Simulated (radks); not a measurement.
Values are calculated unless marked as measured or tabulated.
All-electron atom: Hf2+ in [Xe] 4f14 5d2.

Code: a radial shooting solver on a logarithmic mesh with Libxc functionals. Model: scalar-relativistic Kohn-Sham, LDA (Slater exchange, VWN5 correlation), spin-unpolarised, spherical densities, finite nucleus; Fermi nuclear charge, rms radius 5.347 fm.

Energy parts (hartree):
| part | energy |
|---|---|
| total | -15066.3492 |
| kinetic | 16498.1913 |
| electron-nucleus | -37132.6031 |
| Hartree | 5866.2724 |
| exchange-correlation | -298.2097 |

Orbitals (lengths in bohr, moments of r in powers of bohr; <r^-3> diverges for s and p1/2; r(90%) holds 90 % of the orbital's charge):
| orbital | occ. | eigenvalue (hartree) | <1/r> | r(90%) | <r^-3> |
|---|---|---|---|---|---|
| 1s | 2 | -2396.959 | 83.71 | 0.0345 | - |
| 2s | 2 | -410.4585 | 19.55 | 0.125 | - |
| 2p | 6 | -360.7193 | 17.85 | 0.117 | 17760 |
| 3s | 2 | -93.93673 | 7.231 | 0.306 | - |
| 3p | 6 | -79.07058 | 6.708 | 0.312 | 3918 |
| 3d | 10 | -61.41302 | 6.349 | 0.294 | 509.8 |
| 4s | 2 | -19.34663 | 3.068 | 0.673 | - |
| 4p | 6 | -14.46501 | 2.793 | 0.725 | 901.6 |
| 4d | 10 | -8.14802 | 2.476 | 0.805 | 99.42 |
| 5s | 2 | -3.02698 | 1.175 | 1.64 | - |
| 5p | 6 | -1.87063 | 0.9781 | 1.97 | 120.1 |
| 4f | 14 | -1.18601 | 1.919 | 1.15 | 15.58 |
| 5d | 2 | -0.62539 | 0.6110 | 3.28 | 5.500 |

The highest occupied level is 5d at -17.018 eV. For comparison, the ionisation energy in NIST's Atomic Spectra Database is 22.55 eV (theoretical). In exact Kohn-Sham theory the highest level is minus the ionisation energy, but local and semilocal functionals leave it too shallow, through self-interaction and a potential that decays too fast; potentials with the right tail come closer. The density falls to 0.001 e/bohr^3 at r = 3.71 bohr.

Beside tabulated values, note that spin-unpolarised runs miss the spin-polarisation part of the exchange energy of open shells.
